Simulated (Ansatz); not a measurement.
`C#C[CH](F)[SnH3]` and `FC[CH](F)[SnH3]` differ in one atom or group.

Ansatz, PBE0-D4/def2-TZVP geometries, multiplicity 1. Each molecule was computed in one conformer, which needn't be the lowest.

Elements past krypton have def2 core potentials.

```csv
property,`C#C[CH](F)[SnH3]`
HOMO energy (B3LYP/def2-TZVPP) / eV,-7.20
HOMO–LUMO gap (B3LYP/def2-TZVPP) / eV,6.54
HOMO energy (PBE/def2-TZVPP) / eV,-6.24
HOMO energy (PBE0/def2-TZVPP) / eV,-7.39
HOMO–LUMO gap (PBE/def2-TZVPP) / eV,4.91
LUMO energy (PBE/def2-TZVPP) / eV,-1.32
```

What does the change do to each property? (Best estimate.)

Ansatz gave: 
```json
{"property": "HOMO energy (B3LYP/def2-TZVPP) / eV", "`FC[CH](F)[SnH3]`": "-8.01", "shift": "-0.81"}
{"property": "HOMO–LUMO gap (B3LYP/def2-TZVPP) / eV", "`FC[CH](F)[SnH3]`": "7.68", "shift": "1.14"}
{"property": "HOMO energy (PBE/def2-TZVPP) / eV", "`FC[CH](F)[SnH3]`": "-6.85", "shift": "-0.61"}
{"property": "HOMO energy (PBE0/def2-TZVPP) / eV", "`FC[CH](F)[SnH3]`": "-8.21", "shift": "-0.82"}
{"property": "HOMO–LUMO gap (PBE/def2-TZVPP) / eV", "`FC[CH](F)[SnH3]`": "6.03", "shift": "1.12"}
{"property": "LUMO energy (PBE/def2-TZVPP) / eV", "`FC[CH](F)[SnH3]`": "-0.82", "shift": "0.50"}
```

With PBE0 the HOMO falls by 0.82 eV and the LUMO rises by 0.34 eV, so the gap widens by about 1.16 eV. PBE moves the HOMO by -0.61 eV and ωB97M-V by -0.89 eV.

B3LYP here is the variant with VWN-RPA as its local correlation; programs differ in this.
